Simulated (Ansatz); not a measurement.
`N#Cc1ccco1` + H₂ → furan + `C#N` at 500 K and 1 bar (hydrogenolysis of a C–C bond).

Calculated with Ansatz (gas phase, PBE0-D4/def2-TZVP geometries, no zero-point term in ΔE). CCSD(T)/CBS is the MP2 limit (def2-TZVPP, def2-QZVPP) plus CCSD(T) − MP2 in def2-TZVPP, frozen cores. This one scheme is used for every species.

```
     species  CCSD(T)/CBS energy (Eh)  H − E (kJ/mol)  S (J/(mol·K))
`N#Cc1ccco1`               -321.88765           220.7          368.1
          H₂                 -1.17544            41.0          145.5
   `c1ccoc1`               -229.75407           214.3          309.6
       `C#N`                -93.32098            60.1          220.8
```

H − E and S are ideal-gas, rigid-rotor, harmonic terms from PBE0-D4/def2-TZVP. The MP2-based limit puts H₂ 0.8 mEh under its directly extrapolated value; such offsets cancel only in part. 1 Eh = 2625.50 kJ/mol, R = 8.31446 J/(mol·K).

Question: By hand: ΔE, ΔH, ΔS and ΔG.

Answer: ΔE = (-229.75407) + (-93.32098) − (-321.88765) − (-1.17544) = -0.01196 Eh = -31.4 kJ/mol. Δ(H − E) = 214.3 + 60.1 − 220.7 − 41.0 = 12.7, so ΔH = -18.7 kJ/mol. ΔS = 309.6 + 220.8 − 368.1 − 145.5 = 16.8 J/(mol·K). ΔG = -18.7 − 500 × (16.8)/1000 = -27.1 kJ/mol.

Question: By hand: the equilibrium constant, and the temperature at which ΔG would vanish if ΔH and ΔS stayed fixed.

Answer: log₁₀ K = −ΔG/(RT ln 10) = 2.8. ΔH and −TΔS have one sign here, so there is no such temperature.

TΔS isn't small against ΔH here. A doubt of 5 kJ/mol in ΔE shifts log₁₀ K by 0.5 here. These are equilibria of isolated gas molecules and say nothing of rates. Largest T1 diagnostic: 0.014 (customary marks: 0.02 for closed shells, 0.045 for open ones).
